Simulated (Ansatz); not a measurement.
Ansatz (a program for electronic structure) input:

Ansatz 0.2 input:
```yaml
crystal:
  periodic: [false, false, false]
  atoms:
    - {symbol: Se, position_ang: [-0.00497822, -0.00918719, 0.17570820]}
    - {symbol: Cl, position_ang: [1.57845378, 1.84451912, -0.03516462]}
    - {symbol: Cl, position_ang: [-1.56849733, -1.82614473, -0.31625177]}
basis:
  gaussian:
    orbitals: def2-TZVP
hamiltonian:
  xc: b3lyp
  dispersion: d3bj
total_charge: -1
magnetization: {spin_polarized: true, initial_magnetization: 1}
phonons: {temperatures: {t_min: 298.15, t_max: 298.15, t_step: 100}}
```

### Question
What final total energy does it print?

### Answer
-3322.14778 Eh (B3LYP-D3(BJ)/def2-TZVP). The basis has 122 functions.
